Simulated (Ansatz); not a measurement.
An input meant for MnF₃ (charge 0, quintet).

```yaml
crystal:
  periodic: [false, false, false]
  atoms:
    - {symbol: Mn, position_ang: [-0.194780, 0.003047, -0.000946]}
    - {symbol: F, position_ang: [1.526731, -0.024159, 0.007301]}
    - {symbol: F, position_ang: [-0.639085, 1.692443, -0.014335]}
    - {symbol: F, position_ang: [-0.692866, -1.671331, 0.007971]}
basis:
  gaussian: {orbitals: ANO-RCC-VTZP, nuclear_model: gaussian}
magnetization: {spin_polarized: true, initial_magnetization: 4}
hamiltonian: {xc: {name: HF}}
correlation: {method: mp2, frozen_orbitals: {Mn: 9}}
scf: {omitted_lower_state_checks: [starts]}
output: {forces: true}
```

```sh
$ ansatz run in.yaml --threads 2 --pin off --events-out ev --progress --plain --max-ram 4352MiB
```

(1) Predict how Ansatz answers.

Answers

(1) The program refused the input. Frozen orbitals are typed for one element alone, and the program wants a count for each (the count typed has to fit that element's core, too).
```
Functional definition: HF
Error: "frozen_orbitals" has no count for F
```
